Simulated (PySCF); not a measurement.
SMILES [CH2](C)[In]([Cl])[CH2]C (C4H10ClIn) (GFN2-xTB optimised geometry):

```
16

In    -0.783    -0.791     0.000
Cl    -1.703    -2.940    -0.016
C      1.506    -0.791     0.000
C      2.034    -2.213    -0.002
H      1.830    -0.244     0.887
H      1.828    -0.242    -0.886
H      1.683    -2.755    -0.882
H      1.694    -2.753     0.884
H      3.126    -2.220    -0.009
C     -2.410     0.818     0.000
C     -1.888     2.218    -0.270
H     -2.898     0.756     0.975
H     -3.126     0.503    -0.763
H     -1.410     2.276    -1.248
H     -1.158     2.516     0.484
H     -2.707     2.940    -0.250
```

Level of theory: PySCF 2.14.0 with CAM-B3LYP/def2-TZVP, def2 effective core potentials past Kr.

**Question.** What are the frontier orbital energies and the dipole moment?

**Answer.** HOMO-2 -9.82 eV, HOMO-1 -9.40 eV, HOMO -8.01 eV, LUMO -0.48 eV, LUMO+1 0.03 eV; dipole moment 3.34 D.
